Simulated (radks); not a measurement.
Numerical settings for the silicon ion Si3+, [Ne] 3s1. Method: scalar-relativistic Kohn-Sham, PBE, spin-unpolarised, spherical densities, finite nucleus; Fermi nuclear charge, rms radius 3.1224 fm; computed with a radial shooting solver on a logarithmic mesh with Libxc functionals. The defaults (mesh step 0.008 in ln r, mesh end at 40 bohr or more with all orbitals vanishing there, Anderson mixing 0.5 over 9 steps, residual threshold near 1e-9 with the energy settled to 1e-9 hartree or 1e-11 of itself, here a cap of 95 iterations) give E = -287.7161 hartree and 3s at -39.488 eV in 14 iterations. Run on one thread of a shared host, so times are rough (Arm Neoverse V1): 0.05 s of CPU time, 0.05 s wall, 14 iterations on 2189 mesh points. Changes against that run (0 stands for a change within the tolerance of the run):

setting,iterations,converged,E (mhartree),e(3s) (meV),CPU (s)
mesh step in ln r 0.2,95,no,-1.58e+06,-,0.12
mesh step in ln r 0.012,14,yes,0,0,0.04
mesh step in ln r 0.003,26,yes,0,0,0.19
mesh end (bohr) 8,14,yes,+0.000338,+0.0267,0.05
mesh end (bohr) 400,14,yes,0,0,0.05
residual threshold 1e-16,95,no,0,0,0.21
residual threshold 0.001,10,yes,0,+0.00287,0.04
mixing 0.05,24,yes,0,0,0.08
"linear mixing, mixing 0.05",95,no,+0.011,-108,0.29
"linear mixing, mixing 0.8",95,no,0,0,0.25
mixing history 3,18,yes,0,0,0.06
iteration cap 8,8,no,0,+0.00479,0.03

No run marked as converged misses the energy by more than 1 mhartree. A mesh that ends early acts as a hard wall.
